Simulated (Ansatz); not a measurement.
A search over several starts for the lowest SCF solution of CrF3⁺ at the given spin, in a small basis.

```yaml
crystal:
  periodic: [false, false, false]
  atoms:
    - {symbol: Cr, position_ang: [-0.000096, 0.000050, 0.009729]}
    - {symbol: F, position_ang: [1.725032, -0.026149, 0.009180]}
    - {symbol: F, position_ang: [-0.839721, 1.507007, -0.019615]}
    - {symbol: F, position_ang: [-0.885215, -1.480908, 0.000706]}
basis:
  gaussian: {orbitals: def2-SVP}
total_charge: 1
magnetization: {spin_polarized: true, initial_magnetization: 2}
hamiltonian: {xc: pbe0, dispersion: d4}
output: {orbitals: {seedname: orbitals}}
```

```sh
$ ansatz run in.yaml --threads 4 --pin off --events-out ev --progress --plain --max-ram 3916MiB
```

It prints (some lines left out):

```
Functional definition: PBE0
733 factors; integrals over basis functions are off by at most 7.1e-4 eV
mean field evaluation 1: about -36523.6905 eV, gradient 6.8e1 eV
mean field evaluation 2: about -36133.8568 eV, gradient 2.8e2 eV
mean field evaluation 4: about -36538.5711 eV, gradient 1.4e1 eV
mean field evaluation 8: about -36539.3378 eV, gradient 3.0e-1 eV
mean field evaluation 16: about -36539.4261 eV, gradient 6.8e-3 eV
mean field evaluation 32: about -36539.4261 eV, gradient 1.3e-5 eV
mean field -36539.42609915 eV, -1342.7991418313 hartree, gradient 9.2e-6 eV, S^2 2.050083; 4 other end points of the search recorded, 0 dependent functions left out
reference -36539.42618136 eV, -1342.7991448522 hartree; 26, 24 occupied and 47, 49 virtual orbitals, 733 factors
Total energy: -36539.46810662 eV, -1342.8006855773 hartree
```

Run time 3.2 s (4 threads of Arm Neoverse V1 on a shared host).
